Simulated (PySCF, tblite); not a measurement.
Species: C4H18BNSi2.
SMILES: `CCCC[B@@H-]([SiH3])[NH2+][SiH3]`

Jobs on this species (26 atoms, 82 electrons) with PySCF (density fitting) and tblite. Hardware of each: one thread, Intel Xeon at 2.50 GHz (x86_64), no GPU (shared host). Other jobs ran on the host; a repeat could differ by tens of per cent or more.

| level and settings | work | basis functions | SCF cycles | wall time |
| --- | --- | --- | --- | --- |
| GFN2-xTB | L-BFGS relaxation | – | – | ? |
| GFN2-xTB | Hessian by finite differences | – | – | 4.3 s |
| PBE0/pcSseg-1 | shieldings, charges and field gradients, density and orbital grids written | 240 | 12 | 2.9 min |

Problem. Fill in the missing figures.

Solution. 
- GFN2-xTB; L-BFGS relaxation: 5.7 s

Problem. What do all jobs in the table cost together?

Solution. About 3.1 min; the longest takes about 95 % of that, and about 40 times as long as the shortest.

---

Compound: C6H13BN2O.
SMILES: `C=CC/C(C)=C\OB(N)N`

Jobs on this species (23 atoms, 76 electrons) with PySCF (density fitting) and tblite. Hardware of each: an Arm Neoverse N1 with one thread, on a shared host. Other jobs ran on the host; a repeat could differ by tens of per cent or more.

Problem. Rank these jobs by wall time, shortest first.
A. PBE0/pcSseg-1; shieldings, charges and field gradients, density and orbital grids written; 235 basis functions
B. GFN2-xTB; Hessian by finite differences
C. GFN2-xTB; L-BFGS relaxation

Solution. B (1.8 s), C (3.5 s), A (2.0 min).

All jobs:

```tsv
level and settings	work	basis functions	SCF cycles	wall time
GFN2-xTB	Hessian by finite differences	–	–	1.8 s
GFN2-xTB	L-BFGS relaxation	–	–	3.5 s
PBE0/pcSseg-1	shieldings, charges and field gradients, density and orbital grids written	235	14	2.0 min
```

Problem. What do all jobs in the table cost together?

Solution. About 2.1 min; the longest takes about 96 % of that, and about 67 times as long as the shortest.

---

Compound: C₂HBF₄S.
Atom-mapped SMILES: `[F:1][BH:2][S:3][C:4]([F:5])=[C:6]([F:7])[F:8]` (hydrogens: H9 on B2)

Jobs on this species (9 atoms, 70 electrons) with PySCF (density fitting) and tblite. Hardware of each: Intel Xeon at 2.50 GHz, one thread, no GPU (shared host). Other jobs ran on the host; a repeat could differ by tens of per cent or more.

```tsv
level and settings	work	basis functions	SCF cycles	wall time
GFN2-xTB	L-BFGS relaxation	–	–	0.71 s
PBE0/pcSseg-1	shieldings, charges and field gradients	148	?	?
CAM-B3LYP/def2-SVPD	8 singlets by full TDDFT, 3 Tamm–Dancoff triplets, polarisability	187	13	68 s
```

Task: Fill in the missing figures.

Result: 
- PBE0/pcSseg-1; shieldings, charges and field gradients: 41 s, 13 SCF cycles

Task: What do all jobs in the table cost together?

Result: About 1.8 min; the longest takes about 62 % of that, and about 96 times as long as the shortest.

---

Species: C6H11NO.
SMILES: `C=CCNC(=O)CC`

Jobs on this species (19 atoms, 62 electrons) with PySCF (density fitting) and tblite. Hardware of each: Arm Neoverse V1, one thread (shared host). The host was shared with other jobs, so the times are rough.

| level and settings | work | basis functions | SCF cycles | wall time |
| --- | --- | --- | --- | --- |
| GFN2-xTB | Hessian by finite differences | – | – | 0.62 s |
| PBE0/pcSseg-1 | shieldings, charges and field gradients, density and orbital grids written | 191 | ? | ? |
| GFN2-xTB | L-BFGS relaxation | – | – | 0.7 s |

Task: Fill in the missing figures.

Result: 
- PBE0/pcSseg-1; shieldings, charges and field gradients, density and orbital grids written: 36 s, 14 SCF cycles

Task: What do all jobs in the table cost together?

Result: About 37 s; the longest takes about 96 % of that, and about 58 times as long as the shortest.
